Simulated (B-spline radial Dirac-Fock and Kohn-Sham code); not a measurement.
Te³³⁺: eigenvalues, ΔSCF and the reference

System: tellurium as Te³³⁺ in the configuration [Ar] 3d1.

The density-functional columns are spherical, spin-unpolarised Dirac-Kohn-Sham results without Breit or QED terms: −ε is minus the orbital energy of the initial state and ΔSCF the difference of two total energies. The reference in the last column comes from Dirac-Fock ΔSCF + Breit + QED. All numbers are from a B-spline atomic structure program, in eV; a selection of levels is shown. The Kohn-Sham columns are given as differences from the reference. For the 1s level of heavy atoms much of the gap between ΔSCF and the reference is the Breit and QED part, -110.5 eV here; for other levels the error of the functional can be larger.

```csv
level,LDA −ε − DF,LDA ΔSCF − DF,Dirac-Fock
K (1s),-286.7,+99.9,33549.3
L1 (2s),-132.7,-41.2,6630.6
L2 (2p1/2),-102.7,+6.2,6311.9
L3 (2p3/2),-105.0,-1.6,6036.2
M1 (3s),-57.4,-18.7,2419.6
M2 (3p1/2),-37.0,+3.5,2291.1
M3 (3p3/2),-37.7,+1.6,2227.1
"M4,5 (3d)",-43.7,+1.0,2057.2
```

Values without a named source are computed, but for edge energies of neutral atoms, which are taken from tables.
